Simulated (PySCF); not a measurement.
Isomers of C7H8FSi (doublet state), one GFN2-xTB conformer each. Single-point energies are computed at B3LYP/pcH-1 (PySCF, gas phase, no added dispersion term), electronic only. GFN2-xTB treats the open shell by occupation alone, and not every SCF solution was tested for stability.

Question: Rank them by B3LYP/pcH-1 energy, lowest first (kcal/mol).
A. `[F:1][CH2:2][c:3]1[cH:4][cH:5][cH:6][cH:7][c:8]1[SiH2:9]` (doublet state) with F1–C2–C3–C4 123°
B. `[F:1][CH2:2][c:3]1[cH:4][cH:5][cH:6][c:7]([SiH2:8])[cH:9]1` (doublet state) with F1–C2–C3–C4 1°

Answer: B (0.0), A (2.0).

Neighbours under 5.0 kcal/mol apart (FCc1cccc([SiH2])c1 and FCc1ccccc1[SiH2]) can change places with a better method, another conformer or zero-point energy. GFN2-xTB itself gives, in the same order: 1.2, 0.0. GFN2-xTB puts FCc1ccccc1[SiH2] lowest instead.
